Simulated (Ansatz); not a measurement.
`FBBF` + `O[SiH3]` → `FBO[SiH3]` + `BF` at 700 K and 1 bar (cleavage of the B–B bond).

Isolated molecules relaxed with PBE0-D4/def2-TZVP in Ansatz; ΔE leaves out vibrations. CBS: MP2 limit from def2 TZ/QZ plus the TZ coupled-cluster correction, frozen cores. This one scheme is used for every species. Each species was taken in one conformer, which may not be the lowest.

```
    species  CCSD(T)/CBS energy (Eh)  H − E (kJ/mol)  S (J/(mol·K))
     `FBBF`               -250.44368           127.9          360.0
  `O[SiH3]`               -366.69042           144.6          321.6
`FBO[SiH3]`               -491.38634           181.6          407.7
       `BF`               -125.82039            88.4          262.0
```

H − E and S are ideal-gas, rigid-rotor, harmonic terms from PBE0-D4/def2-TZVP, for one conformer and one mirror image of each species. 1 Eh = 2625.50 kJ/mol, R = 8.31446 J/(mol·K).

Problem. By hand: ΔE, ΔH, ΔS and ΔG.

Solution. ΔE = (-491.38634) + (-125.82039) − (-250.44368) − (-366.69042) = -0.07263 Eh = -190.7 kJ/mol. Δ(H − E) = 181.6 + 88.4 − 127.9 − 144.6 = -2.5, so ΔH = -193.2 kJ/mol. ΔS = 407.7 + 262.0 − 360.0 − 321.6 = -11.9 J/(mol·K). ΔG = -193.2 − 700 × (-11.9)/1000 = -184.9 kJ/mol.

Problem. By hand: the equilibrium constant, and the temperature at which ΔG would vanish if ΔH and ΔS stayed fixed.

Solution. log₁₀ K = −ΔG/(RT ln 10) = 13.8. ΔG = 0 at ΔH/ΔS = 16235 K, far beyond where these terms or the molecules hold.

The number of gas molecules stays the same, so ΔS is small and ΔH decides. A doubt of 5 kJ/mol in ΔE shifts log₁₀ K by 0.4 here. Other conformers and mirror images would add mixing entropy, several J/(mol·K) or more a flexible species. These are equilibria of isolated gas molecules and say nothing of rates. Largest T1 diagnostic: 0.014 (customary marks: 0.02 for closed shells, 0.045 for open ones).
